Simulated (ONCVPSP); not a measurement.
Which setting gave this result? (boron, ONCV)

Base potential:

```json
{"Element": "B", "Generator": "ONCVPSP 4.0.1", "Type": "optimised norm-conserving Vanderbilt (ONCV)", "Functional": "LDA (Perdew-Wang 92)", "Relativity": "scalar-relativistic", "Frozen core": "[He]", "Valence charge": "3", "Reference configuration": "2s1.5 2p1.5", "Partial waves": "2s: rc 1.55 bohr, ncon 4, nbas 8, qcut 5 1/bohr, local; 2p: rc 2.60 bohr, ncon 4, nbas 8, qcut 4.1 1/bohr, 3 projectors, debl 1.3 Ha", "Local potential": "the s channel", "Core correction": "none"}
```

Cutoffs, loose and tight: the cutoffs (Ha) at which the residual kinetic energy of the hardest occupied pseudo-wave falls to 1 and 0.1 mHa per electron. They do not see the model core or the augmentation charge, which bear on the density cutoff. Test errors are all-electron minus pseudo excitation energies from the reference, over the configurations 2s2 2p1; 2s2 2p0; 2s1 2p0; 2s2 2p0.5; variants that change the core or the reference have their own tests.

Only the scale of all radii (base = 1) is moved:

```json
{"scale of all radii (base = 1)": "0.77", "cutoff, loose": "12 Ha", "cutoff, tight": "45 Ha", "bound ghosts": "none", "largest test error (meV)": "+223"}
{"scale of all radii (base = 1)": "0.87", "cutoff, loose": "11 Ha", "cutoff, tight": "41 Ha", "bound ghosts": "none", "largest test error (meV)": "+278"}
{"scale of all radii (base = 1)": "1.04", "cutoff, loose": "9.6 Ha", "cutoff, tight": "15 Ha", "bound ghosts": "none", "largest test error (meV)": "+395"}
{"scale of all radii (base = 1)": "1.12", "cutoff, loose": "8.8 Ha", "cutoff, tight": "12 Ha", "bound ghosts": "none", "largest test error (meV)": "+457"}
{"scale of all radii (base = 1)": "1.24", "cutoff, loose": "8.0 Ha", "cutoff, tight": "11 Ha", "bound ghosts": "none", "largest test error (meV)": "+577"}
{"scale of all radii (base = 1)": "1.33", "cutoff, loose": "7.3 Ha", "cutoff, tight": "9.8 Ha", "bound ghosts": "none", "largest test error (meV)": "+672"}
```

One more run gave cutoff, loose: 10 Ha; cutoff, tight: 21 Ha; bound ghosts: none; largest test error (meV): +354. Which value of the scale of all radii (base = 1) was used?

0.98. The loose cutoff moves one way along this sweep, from 12 Ha at 0.77 to 7.3 Ha at 1.33, which places the run between 0.87 and 1.04.
